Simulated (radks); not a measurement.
Removal energies from the holmium ion Ho8+, [Kr] 4d10 4f7 5s2 5p4, by Delta-SCF beside the eigenvalue of the level emptied. All-electron calculation, scalar-relativistic Kohn-Sham, PBE, spin-polarised, spherical densities, finite nucleus; Fermi nuclear charge, rms radius of each element as measured or else 0.836 A^(1/3) + 0.57 fm. Program: a radial shooting solver on a logarithmic mesh with Libxc functionals. Open shells are filled with parallel spins first.

[
 {"removed from": "5p", "final configuration": "[Kr] 4d10 4f7 5s2 5p3", "Delta-SCF (eV)": "144.42", "-eigenvalue (eV)": "136.41"},
 {"removed from": "4f", "final configuration": "[Kr] 4d10 4f6 5s2 5p4", "Delta-SCF (eV)": "159.13", "-eigenvalue (eV)": "145.09"},
 {"removed from": "5s", "final configuration": "[Kr] 4d10 4f7 5s1 5p4", "Delta-SCF (eV)": "175.71", "-eigenvalue (eV)": "166.88"},
 {"removed from": "4d", "final configuration": "[Kr] 4d9 4f7 5s2 5p4", "Delta-SCF (eV)": "312.75", "-eigenvalue (eV)": "298.28"}
]
